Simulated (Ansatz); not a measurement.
Geometry optimisation, RKS B3LYP/def2-SVP (Ansatz 0.2.0).

Input:

```yaml
crystal:
  periodic: [false, false, false]
  atoms:
    - { symbol: Ga, position_ang: [0.0, 0.0, 0.0] }
    - { symbol: H, position_ang: [0.0, 0.0, 1.92] }
    - { symbol: H, position_ang: [1.3596, 0.0, -0.785] }
    - { symbol: O, position_ang: [-1.5501, 0.0, -0.895] }
    - { symbol: H, position_ang: [-2.0598, -0.8467, -0.6865] }
    - { symbol: F, position_ang: [-0.2501, 1.8814, 0.6306] }
    - { symbol: H, position_ang: [-0.134, 1.0079, 1.7717] }
basis:
  gaussian: { orbitals: def2-SVP }
hamiltonian:
  xc: b3lyp
relax:
  f_tol: 0.15
  max_steps: 25
  restrain:
    - { distance: [0, 5], at: 2.9, k: 30.0 }
    - { distance: [6, 1], at: 1.86, k: 30.0 }
    - { distance: [0, 1], at: 1.57, k: 30.0 }
    - { distance: [6, 5], at: 0.92, k: 30.0 }
```

Launched with:

```bash
$ ansatz run input.yaml --threads 1 --pin off --max-ram 2048MiB --backend cpu --events-out ev --progress --plain --runs-dir out
```

**Question.** Where does it end, and by what steps?

**Answer.** The forces met the threshold. The restraints hold the end off the free minimum. After 8 steps the energy has fallen by 1.064 eV (the restraints' own energy left out); F6 moved furthest, 0.72 Å. Parted: Ga1–F6 (2.00 → 2.89 Å). Joined: F6–H7 (1.44 → 0.93 Å).

| step | energy less start (eV) | largest force component (eV/Å) | accepted |
| --- | --- | --- | --- |
| 0 | 0.0000 | 2.734 | yes |
| 1 | 0.0684 | 2.774 | yes |
| 2 | -0.5412 | 2.047 | yes |
| 3 | -0.6087 | 1.889 | yes |
| 4 | -0.8837 | 0.555 | yes |
| 5 | -0.8975 | 0.970 | yes |
| 6 | -1.0116 | 0.548 | yes |
| 7 | -1.0570 | 0.287 | yes |
| 8 | -1.0644 | 0.245 | yes |

```xyz
7
Properties=species:S:1:pos:R:3
Ga 0.094 -0.260 -0.066
H -0.075 -0.266 1.500
H 1.415 -0.131 -0.879
O -1.378 -0.550 -1.044
H -2.199 -0.629 -0.542
F -0.263 2.310 1.214
H -0.228 1.569 1.773
```

Time of the run: 32 s on 1 thread of Arm Neoverse V1, with other jobs on the host, peak memory 0.16 GiB.
